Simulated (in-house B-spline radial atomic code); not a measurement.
## RPA and G0W0 on BLYP: Mn III (Mn2+)

Configuration [Ar] 3d5, highest spin, mean-field start BLYP. Computed with an all-electron radial atomic-structure program (B-spline basis): all electrons, scalar-relativistic (spin-free one-electron X2C), finite nucleus, each spin shell either full or empty, empty states to l = 9 with an (l + 1/2)⁻⁴ tail; G0W0 by contour deformation at full frequency.

Command:
```bash
python run_gw.py task.json out
```
Settings (radii: box in bohr, nucleus in fm):
```
Z                        25
electrons                23
configuration            [Ar] 3d5
hamiltonian              x2c
method                   b88,lyp
lmax                     9
rms_radius               3.7057
spin_polarised           True
box_radius               17.55
intervals                70
```

Time taken, with all properties: 2.4 s on 1 thread of AMD EPYC 7R13 Processor (shared host).

Energies (hartree):

```json
{"term": "mean-field total", "value": "-1157.76760"}
{"term": "Hartree-Fock functional on these orbitals", "value": "-1156.61676"}
{"term": "direct second order", "value": "-1.8407"}
{"term": "second-order exchange", "value": "0.60619"}
{"term": "SOSEX correction", "value": "0.54795"}
```

Q: What is the RPA correlation energy, and what remains with SOSEX?

A: RPA gives -1.5757 hartree (-1.86 eV per electron); RPA + SOSEX gives -1.0277, and the second-order doubles -1.2345 hartree (no singles). RPA lacks exchange-type terms and so overcorrelates at short range.

Quasi-particle levels (eV):

```tsv
level	occupied	mean field	Σx - vxc	Σc	QP weight	G0W0
3d up	yes	-25.679	-9.69	?	?	?
3d down	no	-21.273	12.29	-5.89	0.781	-14.876
```

G0W0 = mean field + (Σx - vxc) + Σc, with Σc (partial-wave tail included) taken at the quasi-particle energy. Only the outer levels were computed. Levels of low weight are left out.

Q: Where does G0W0 put 3d up?

A: At -33.45 eV, with Σc = 1.92 eV and a quasi-particle weight of 0.857. The tabulated removal energy is 33.668 ± 0.012 eV (NIST, measured); the calculation leaves out spin-orbit coupling, Breit and QED terms, and what these don't explain is the method's own error.
